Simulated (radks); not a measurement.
All-electron atom: Rh III in [Kr] 4d6.5 5p0.5 (fractional occupations, a model configuration).

All-electron calculation, scalar-relativistic Kohn-Sham, PBEsol, spin-unpolarised, spherical densities, finite nucleus; Fermi nuclear charge, rms radius 4.4945 fm. Program: a radial shooting solver on a logarithmic mesh with Libxc functionals.

Energy parts (eV):
total: -130081.760
kinetic: 134707.077
electron-nucleus: -313041.195
Hartree: 51934.595
exchange-correlation: -3682.236

Orbitals (lengths in bohr, moments of r in powers of bohr; r(90%) holds 90 % of the orbital's charge):
\begin{tabular}{lrrrr}
orbital & occ. & eigenvalue (eV) & r(90%) & <r> \\ \hline
1s & 2 & -23048.78 & 0.0585 & 0.03264 \\
2s & 2 & -3362.673 & 0.219 & 0.1420 \\
2p & 6 & -3016.825 & 0.202 & 0.1237 \\
3s & 2 & -620.6133 & 0.576 & 0.3909 \\
3p & 6 & -506.9235 & 0.589 & 0.3907 \\
3d & 10 & -324.9816 & 0.588 & 0.3704 \\
4s & 2 & -106.3112 & 1.42 & 0.9753 \\
4p & 6 & -74.0203 & 1.58 & 1.070 \\
4d & 6.5 & -28.1379 & 2.22 & 1.415 \\
5p & 0.5 & -14.6871 & 4.60 & 3.150 \\
\end{tabular}

The highest occupied level is 5p at -14.687 eV. The electron density at the nucleus is 1.236e+05 e/bohr^3 (large components only). The density falls to 0.001 e/bohr^3 at r = 3.79 bohr. Summed over all electrons, <r^2> = 34.33 bohr^2, which gives a Langevin (diamagnetic) susceptibility term of -27.2 x 10^-6 cm^3/mol.
